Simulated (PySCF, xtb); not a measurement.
CH8F2Si3, SMILES C([SiH2][Si@@H](F)[SiH3])F. The values are those of a single conformer.

Harmonic wavenumbers (cm⁻¹) from GFN2-xTB run with xtb at its own minimum, in rising order: 16, 30, 49, 72, 130, 153, 160, 277, 364, 388, 429, 458, 497, 559, 590, 641, 679, 706, 750, 756, 785, 797, 807, 815, 1010, 1202, 1273, 1456, 2174, 2195, 2208, 2211, 2237, 2271, 2957, 2979.

Task: What does PBE-D3(BJ)/def2-SVP run with PySCF give at its own minimum? (The exact figures need the calculation; the answer reports its results.)

Result: 39, 72, 87, 121, 137, 168, 176, 305, 370, 409, 465, 495, 497, 566, 634, 677, 740, 786, 813, 827, 857, 895, 899, 908, 982, 1190, 1242, 1399, 2146, 2148, 2152, 2161, 2164, 2178, 2972, 3036. Paired by order, the mean absolute difference is 44 cm⁻¹ and the zero-point energies are 50.1 and 51.1 kcal/mol.
